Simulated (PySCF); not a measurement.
Se(Br)(OMe) (CH3BrOSe), SMILES Br[Se]OC. Coordinates come from a PBE0-D3(BJ)/def2-SVP optimisation. This is a generated structure with no PubChem entry under its InChIKey; it may be hypothetical. Other conformers were not sampled.

Q: Give the equilibrium geometry at PBE0-D3(BJ)/def2-SVP (PySCF confirms it by a frequency run) as bond lengths and angles. (An estimate is asked for; the answer gives what the named calculation found.)

A: One answer among several that fit: 
Atoms: Se1 Br2 O3 C4 H5 H6 H7. Bond lengths (Å): Se1–Br2 2.339, Se1–O3 1.778, O3–C4 1.413, C4–H5 1.103, C4–H6 1.100, C4–H7 1.103. Angles (°): Br2–Se1–O3 101.7, Se1–O3–C4 116.7, O3–C4–H5 111.0, O3–C4–H6 106.2, O3–C4–H7 112.0, H5–C4–H6 108.9, H5–C4–H7 109.0, H6–C4–H7 109.5.
